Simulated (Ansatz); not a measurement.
`[NH]=[Ta]([NH2])([NH2])[OH]` and `[NH]=[Ta]([NH2])([NH2])[Cl]` differ in one atom or group.

Ansatz, PBE0-D4/def2-TZVP geometries, multiplicity 1. Each molecule was computed in one conformer, which needn't be the lowest.

Elements past krypton have def2 core potentials.

```csv
property,`[NH]=[Ta]([NH2])([NH2])[OH]`
LUMO energy (PBE/def2-TZVPP) / eV,-0.55
HOMO–LUMO gap (PBE0/def2-TZVPP) / eV,7.15
HOMO energy (ωB97M-V/def2-TZVPP) / eV,-9.30
size of the dipole moment (B3LYP/def2-TZVPP) / D,0.68
HOMO–LUMO gap (B3LYP/def2-TZVPP) / eV,6.59
HOMO–LUMO gap (PBE/def2-TZVPP) / eV,5.03
```

Give the same properties after the change, and the shifts. (Estimate.)

Computed: 
| property | `[NH]=[Ta]([NH2])([NH2])[Cl]` | shift |
| --- | --- | --- |
| LUMO energy (PBE/def2-TZVPP) / eV | -1.32 | -0.77 |
| HOMO–LUMO gap (PBE0/def2-TZVPP) / eV | 6.99 | -0.16 |
| HOMO energy (ωB97M-V/def2-TZVPP) / eV | -9.76 | -0.46 |
| size of the dipole moment (B3LYP/def2-TZVPP) / D | 3.00 | 2.32 |
| HOMO–LUMO gap (B3LYP/def2-TZVPP) / eV | 6.52 | -0.07 |
| HOMO–LUMO gap (PBE/def2-TZVPP) / eV | 4.79 | -0.24 |

With PBE0 the HOMO falls by 0.49 eV and the LUMO falls by 0.65 eV, so the gap narrows by about 0.16 eV. PBE moves the HOMO by -0.53 eV and ωB97M-V by -0.46 eV. The zero-point energy changes by -29.2 kJ/mol with -3 modes. Dipoles are sizes alone; their direction can turn.

B3LYP here is the variant with VWN-RPA as its local correlation; programs differ in this.
